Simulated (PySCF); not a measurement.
Species: 2,4-dimethyl-2-pentene, C7H14.
Numbering: `[CH3:1][C:2]([CH3:3])=[CH:4][CH:5]([CH3:6])[CH3:7]` (hydrogens: H8, H9, H10 on C1; H11, H12, H13 on C3; H14 on C4; H15 on C5; H16, H17, H18 on C6; H19, H20, H21 on C7)

Structure used (PBE0-D3(BJ)/def2-SVP), in Å, numbered top down from 1:
```
atom  x, y, z in Å
C1     2.4198   -0.8888    0.7457
C2     1.2747   -0.1058    0.1720
C3     1.6794    1.1421   -0.5555
C4     0.0083   -0.5257    0.3232
C5    -1.2578    0.1110   -0.1709
C6    -1.9946   -0.8315   -1.1231
C7    -2.1503    0.5097    1.0050
H8     3.0019   -0.2764    1.4563
H9     3.1238   -1.1982   -0.0465
H10    2.0776   -1.7914    1.2714
H11    2.3625    0.9012   -1.3881
H12    0.8292    1.7007   -0.9671
H13    2.2363    1.8180    0.1160
H14   -0.1456   -1.4595    0.8832
H15   -1.0081    1.0279   -0.7301
H16   -2.9270   -0.3758   -1.4931
H17   -2.2628   -1.7720   -0.6133
H18   -1.3699   -1.0896   -1.9914
H19   -1.6374    1.2186    1.6724
H20   -2.4255   -0.3740    1.6047
H21   -3.0839    0.9790    0.6556
```

The closed-shell ground state was solved at several levels (PySCF, density fitting, gas phase, non-relativistic).

```json
{"level": "PBE0/pcSseg-1", "basis functions": "189", "total energy (Eh)": "-274.7855", "HOMO (eV)": "-6.65", "LUMO (eV)": "0.73", "gap (eV)": "7.38", "dipole (D)": "0.39"}
{"level": "wB97X-D/def2-SVPD", "basis functions": "252", "total energy (Eh)": "-274.8919", "HOMO (eV)": "-8.47", "LUMO (eV)": "2.29", "gap (eV)": "10.76", "dipole (D)": "0.37"}
```

What might B3LYP/pcJ-1 (329 basis functions) give for the same quantities?

Total energy -275.1940 Eh, HOMO -6.43 eV, LUMO 0.50 eV, gap 6.93 eV, dipole 0.37 D.

Over all these levels, which gives the widest orbital gap and which the narrowest?

wB97X-D/def2-SVPD (range-separated hybrid) has the widest, 10.76 eV, and B3LYP/pcJ-1 (global hybrid, 20 % exact exchange) the narrowest, 6.93 eV. Functional and basis both differ between the two, so the spread mixes both effects.

How far do the dipole and the HOMO energy spread over the levels?

The dipole runs from 0.37 to 0.39 D (mean 0.37 D) and the HOMO from -8.47 to -6.43 eV.

One conformer stands for the species.

The pairwise dispersion term of wB97X-D wasn't added to the energies; at a given geometry it leaves orbitals and properties as they are.
